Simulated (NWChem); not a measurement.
System: HfHSOF; SMILES [OH][Hf]([F])=[S]

Here is an NWChem input.

```
start job
memory heap 200 mb stack 900 mb global 1100 mb
geometry units angstroms noautoz
  Hf     0.048727    -0.041359    -0.518611
  S      0.230411     2.079947     0.136429
  F      1.427888    -1.133919     0.250606
  O     -1.718438    -0.705375    -0.142858
  H     -2.546615    -0.451148     0.271844
end
basis spherical
  Hf library def2-svp
  S library def2-svp
  F library def2-svp
  O library def2-svp
  H library def2-svp
end
ecp
  Hf library def2-ecp
end
dft
  xc m06-2x
  grid fine
  iterations 150
  mulliken
end
task dft gradient
```

Output (shortened):

```
             Northwest Computational Chemistry Package (NWChem) 7.3.0
             --------------------------------------------------------

 C1  symmetry detected

                             Geometry "geometry" -> ""
                             -------------------------

 Output coordinates in angstroms (scale by  1.889725989 to convert to a.u.)

  No.       Tag          Charge          X              Y              Z
 ---- ---------------- ---------- -------------- -------------- --------------
    1 Hf                  72.0000     0.00081886    -0.19559141    -0.17890514
    2 S                   16.0000     0.10155659     1.99727051     0.19955769
    3 F                    9.0000     1.54724675    -1.09904550     0.51376989
    4 O                    8.0000    -1.64710909    -0.91495708     0.50799094
    5 H                    1.0000    -2.43221145    -0.66268048     1.00039022

 Effective nuclear repulsion energy (a.u.)     686.2927741227

                                 NWChem DFT Module
                                 -----------------

 Summary of "ao basis" -> "ao basis" (spherical)
 ------------------------------------------------------------------------------
       Tag                 Description            Shells   Functions and Types
 ---------------- ------------------------------  ------  ---------------------
 Hf                         def2-svp                12       32   6s3p2d1f
 S                          def2-svp                 8       18   4s3p1d
 F                          def2-svp                 6       14   3s2p1d
 O                          def2-svp                 6       14   3s2p1d
 H                          def2-svp                 3        5   2s1p

            General Information
            -------------------
          SCF calculation type: DFT
          Wavefunction type:  closed shell.
          No. of atoms     :     5
          No. of electrons :    46
           Alpha electrons :    23
            Beta electrons :    23
          Charge           :     0
          Spin multiplicity:     1
          Use of symmetry is: off; symmetry adaption is: off
          Maximum number of iterations: 150
          AO basis - number of functions:    83
                     number of shells:    35
          Convergence on energy requested:  1.00D-06
          Convergence on density requested:  1.00D-05
          Convergence on gradient requested:  5.00D-04

              XC Information
              --------------
                       M06-2X Method XC Functional
                     Hartree-Fock (Exact) Exchange  0.540
                        M06-2X Exchange Functional  1.000
                      M06-2X Correlation Potential  1.000

             Grid Information
             ----------------
          Grid used for XC integration:  fine
          Radial quadrature: Mura-Knowles
          Angular quadrature: Lebedev.
          Tag              B.-S. Rad. Rad. Pts. Rad. Cut. Ang. Pts.
          ---              ---------- --------- --------- ---------
          Hf                  1.55      141          10.0       974
          S                   1.00      123          11.0       770
          F                   0.50       70          11.0       590
          O                   0.60       70          10.0       590
          H                   0.35       60          11.0       590
          Grid pruning is: on
          Number of quadrature shells:   464
          Spatial weights used:  Erf1

      Superposition of Atomic Density Guess
      -------------------------------------

 Sum of atomic energies:        -623.76850299

      Non-variational initial energy
      ------------------------------

 Total energy =    -619.229799
 1-e energy   =   -1200.293328
 2-e energy   =     415.170923
 HOMO         =      -0.342666
 LUMO         =      -0.085697

     ---------------------------------------------
      Total Density - Mulliken Population Analysis
     ---------------------------------------------

    Atom       Charge   Shell Charges
 -----------   ------   -------------------------------------------------------
    1 Hf  12     9.58   0.03 -0.30  1.74  0.53  0.31  0.06  5.47  0.59  0.11  0.73  0.19  0.11
    2 S   16    17.15   2.00  1.99  1.24  0.68  5.94  2.03  3.25  0.01
    3 F    9     9.70   1.99  1.16  0.80  3.59  2.17  0.00
    4 O    8     8.92   1.99  1.11  0.65  3.18  1.98  0.00
    5 H    1     0.65   0.52  0.06  0.06

   convergence    iter        energy       DeltaE   RMS-Dens  Diis-err
 ---------------- ----- ----------------- --------- --------- ---------
 d= 0,ls=0.0,diis     1   -621.3224708245 -7.87D+02  3.90D-02  1.78D+00
 d= 0,ls=0.0,diis     2   -620.2691198028  1.05D+00  2.77D-02  1.06D+01
 d= 0,ls=0.0,diis     3   -621.5909893908 -1.32D+00  4.16D-03  1.13D-01
 d= 0,ls=0.0,diis     4   -621.5971967857 -6.21D-03  2.15D-03  3.91D-02
 d= 0,ls=0.0,diis     5   -621.6018572134 -4.66D-03  4.91D-04  6.87D-04
  Resetting Diis
 d= 0,ls=0.0,diis     6   -621.6020516204 -1.94D-04  2.03D-04  1.17D-04
 d= 0,ls=0.0,diis     7   -621.6020851852 -3.36D-05  1.35D-04  5.87D-05
 d= 0,ls=0.0,diis     8   -621.6020893755 -4.19D-06  5.56D-05  9.58D-05
 d= 0,ls=0.0,diis     9   -621.6020986432 -9.27D-06  4.78D-05  9.06D-07
 d= 0,ls=0.0,diis    10   -621.6020997020 -1.06D-06  9.08D-06  2.66D-07
 d= 0,ls=0.0,diis    11   -621.6020998161 -1.14D-07  6.11D-06  3.27D-08

         Total DFT energy =     -621.602099816056
      One electron energy =    -1204.622718489680
           Coulomb energy =      468.082165102465
    Exchange-Corr. energy =      -50.954153432421
 Nuclear repulsion energy =      165.892607003579

 Numeric. integr. density =       45.999998743261

                       DFT Final Molecular Orbital Analysis
                       ------------------------------------

 Vector   21  Occ=2.000000D+00  E=-3.251064D-01
              MO Center=  7.7D-02,  1.6D+00,  1.4D-01, r^2= 2.4D+00
   Bfn.  Coefficient  Atom+Function         Bfn.  Coefficient  Atom+Function
  ----- ------------  ---------------      ----- ------------  ---------------
    44      0.483362  2 S  py                41      0.391298  2 S  py
     5     -0.339493  1 Hf s                 20      0.282707  1 Hf d  2
     3      0.262457  1 Hf s                 38      0.225366  2 S  py
    17     -0.166092  1 Hf d -1               8      0.157888  1 Hf py
     2     -0.153184  1 Hf s                 35      0.151090  2 S  s

 Vector   22  Occ=2.000000D+00  E=-2.995194D-01
              MO Center=  7.8D-02,  1.5D+00,  1.1D-01, r^2= 2.2D+00
   Bfn.  Coefficient  Atom+Function         Bfn.  Coefficient  Atom+Function
  ----- ------------  ---------------      ----- ------------  ---------------
    45      0.517050  2 S  pz                42      0.378182  2 S  pz
    17      0.291813  1 Hf d -1              39      0.216977  2 S  pz
    18      0.108855  1 Hf d  0              22      0.102878  1 Hf d -1
    15      0.101185  1 Hf pz                 9     -0.095676  1 Hf pz
     8      0.066521  1 Hf py                67      0.056877  4 O  s

 Vector   23  Occ=2.000000D+00  E=-2.906333D-01
              MO Center=  8.5D-02,  1.7D+00,  1.4D-01, r^2= 2.1D+00
   Bfn.  Coefficient  Atom+Function         Bfn.  Coefficient  Atom+Function
  ----- ------------  ---------------      ----- ------------  ---------------
    43      0.554234  2 S  px                40      0.399540  2 S  px
    37      0.228334  2 S  px                16      0.226534  1 Hf d -2
     7     -0.113470  1 Hf px                13      0.105257  1 Hf px
    21      0.084204  1 Hf d -2              67     -0.082211  4 O  s
    54      0.065656  3 F  px                57     -0.059056  3 F  px

 Vector   24  Occ=0.000000D+00  E=-9.691896D-02
              MO Center= -1.8D-02, -3.4D-01, -1.2D+00, r^2= 3.8D+00
   Bfn.  Coefficient  Atom+Function         Bfn.  Coefficient  Atom+Function
  ----- ------------  ---------------      ----- ------------  ---------------
     6      0.520273  1 Hf s                 18      0.466840  1 Hf d  0
     5      0.359069  1 Hf s                 15     -0.350952  1 Hf pz
     3     -0.236609  1 Hf s                 23      0.188999  1 Hf d  0
     9      0.158419  1 Hf pz                 4     -0.156925  1 Hf s
    44      0.149768  2 S  py                 2      0.146773  1 Hf s

 Vector   25  Occ=0.000000D+00  E=-1.598903D-02
              MO Center=  5.8D-02, -3.2D-01, -4.9D-01, r^2= 4.6D+00
   Bfn.  Coefficient  Atom+Function         Bfn.  Coefficient  Atom+Function
  ----- ------------  ---------------      ----- ------------  ---------------
    17      0.508391  1 Hf d -1              14     -0.342135  1 Hf py
    19      0.317537  1 Hf d  1              44      0.275036  2 S  py
    13      0.261792  1 Hf px                18     -0.262190  1 Hf d  0
    22      0.262371  1 Hf d -1              45     -0.209950  2 S  pz
    25     -0.163417  1 Hf d  2              15     -0.154587  1 Hf pz

 Vector   26  Occ=0.000000D+00  E=-7.671575D-03
              MO Center= -9.1D-02, -2.7D-01, -6.1D-01, r^2= 4.3D+00
   Bfn.  Coefficient  Atom+Function         Bfn.  Coefficient  Atom+Function
  ----- ------------  ---------------      ----- ------------  ---------------
    19      0.570319  1 Hf d  1              13      0.417585  1 Hf px
    24      0.284711  1 Hf d  1              17     -0.276514  1 Hf d -1
    16     -0.204846  1 Hf d -2              14      0.185827  1 Hf py
    44     -0.174982  2 S  py                71     -0.168184  4 O  px
    73     -0.160358  4 O  pz                18      0.154679  1 Hf d  0

     ---------------------------------------------
      Total Density - Mulliken Population Analysis
     ---------------------------------------------

    Atom       Charge   Shell Charges
 -----------   ------   -------------------------------------------------------
    1 Hf  12    11.00   0.03 -0.30  1.81  0.48  0.38 -0.01  5.53  0.59  0.22  1.71  0.41  0.16
    2 S   16    16.36   2.00  1.99  1.21  0.71  5.93  1.76  2.74  0.03
    3 F    9     9.39   1.99  1.11  0.83  3.33  2.13  0.00
    4 O    8     8.48   1.99  1.05  0.69  2.87  1.87  0.01
    5 H    1     0.76   0.66  0.04  0.07

     -------------------------------------------
      Total Density - Lowdin Population Analysis
     -------------------------------------------

    Atom       Charge   Shell Charges
 -----------   ------   -------------------------------------------------------
    1 Hf  12    11.81   0.00  0.03  1.09  0.79  0.35  0.13  4.91  1.26  0.38  1.63  0.88  0.34
    2 S   16    15.97   2.00  1.96  0.97  0.70  5.82  1.88  2.62  0.03
    3 F    9     9.18   1.98  1.01  0.78  3.21  2.20  0.00
    4 O    8     8.15   1.97  0.86  0.60  2.71  1.99  0.01
    5 H    1     0.88   0.54  0.16  0.19

     Multipole analysis of the density
     ---------------------------------

     L   x y z        total         alpha         beta         nuclear
     -   - - -        -----         -----         ----         -------
     0   0 0 0      0.000000    -23.000000    -23.000000     46.000000

     1   1 0 0     -0.934871     -0.421013     -0.421013     -0.092845
     1   0 1 0     -1.289750    -11.733300    -11.733300     22.176850
     1   0 0 1     -1.375547    -10.830224    -10.830224     20.284901

     2   2 0 0    -34.709309   -105.435277   -105.435277    176.161245
     2   1 1 0      0.722691     -2.508102     -2.508102      5.738895
     2   1 0 1     -2.900024      1.496168      1.496168     -5.892359
     2   0 2 0    -42.434015   -168.151895   -168.151895    293.869776
     2   0 1 1      1.277584      5.399249      5.399249     -9.520914
     2   0 0 2    -30.227069    -26.651842    -26.651842     23.076615

            General Information
            -------------------
          SCF calculation type: DFT
          Wavefunction type:  closed shell.
          No. of atoms     :     5
          No. of electrons :    46
           Alpha electrons :    23
            Beta electrons :    23
          Charge           :     0
          Spin multiplicity:     1
          Use of symmetry is: off; symmetry adaption is: off
          Maximum number of iterations: 150
          AO basis - number of functions:    83
                     number of shells:    35
          Convergence on energy requested:  1.00D-06
          Convergence on density requested:  1.00D-05
          Convergence on gradient requested:  5.00D-04

              XC Information
              --------------
                       M06-2X Method XC Functional
                     Hartree-Fock (Exact) Exchange  0.540
                        M06-2X Exchange Functional  1.000
                      M06-2X Correlation Potential  1.000

             Grid Information
             ----------------
          Grid used for XC integration:  fine
          Radial quadrature: Mura-Knowles
          Angular quadrature: Lebedev.
          Tag              B.-S. Rad. Rad. Pts. Rad. Cut. Ang. Pts.
          ---              ---------- --------- --------- ---------
          Hf                  1.55      141          10.0       974
          S                   1.00      123          11.0       770
          F                   0.50       70          11.0       590
          O                   0.60       70          10.0       590
          H                   0.35       60          11.0       590
          Grid pruning is: on
          Number of quadrature shells:   464
          Spatial weights used:  Erf1

          Convergence Information
          -----------------------
          Convergence aids based upon iterative change in
          total energy or number of iterations.
          Levelshifting, if invoked, occurs when the
          HOMO/LUMO gap drops below (HL_TOL):  1.00D-02
          DIIS, if invoked, will attempt to extrapolate
          using up to (NFOCK): 10 stored Fock matrices.

                    Damping( 0%)  Levelshifting(0.5)       DIIS
                  --------------- ------------------- ---------------
          dE  on:    start            ASAP                start
          dE off:    2 iters        150 iters           150 iters

                            NWChem DFT Gradient Module
                            --------------------------

  charge          =   0.00
  wavefunction    = closed shell

                         DFT ENERGY GRADIENTS

    atom               coordinates                        gradient
                 x          y          z           x          y          z
   1 Hf      0.001547  -0.369614  -0.338082   -0.000962  -0.003900   0.000232
   2 S       0.191914   3.774294   0.377109   -0.000143   0.002386   0.000648
   3 F       2.923872  -2.076895   0.970884   -0.000443   0.000461  -0.000289
   4 O      -3.112585  -1.729018   0.959964    0.001102   0.000918  -0.000151
   5 H      -4.596213  -1.252285   1.890463    0.000446   0.000135  -0.000440
```

Level: M06-2X/def2-SVP with def2 effective core potentials on Hf. Coordinates come from a PBE0/def2-SVP optimisation. def2 effective core potentials on Hf; no spin-orbit coupling.
